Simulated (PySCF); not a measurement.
GeH4Se, SMILES [GeH3][SeH].

Geometry: B3LYP-D3(BJ)/def2-TZVP.

Calculation: r2SCAN/def2-TZVPD (PySCF).

* **total energy**: -4480.95282 hartree
* **point group**: Cs
* **highest occupied level**: -6.07 eV
* **lowest empty level**: -1.09 eV
* **orbital gap**: 4.98 eV
* **dipole moment**: 1.17 D
* **quadrupole, principal values (traceless, Buckingham form, about the centre of nuclear charge)**: -3.23, -0.55, 3.78 D·Å
* **mean static polarisability**: 63.9 bohr³ (9.46 Å³)
* **polarisability, principal values**: 56.3, 56.8, 78.5 bohr³
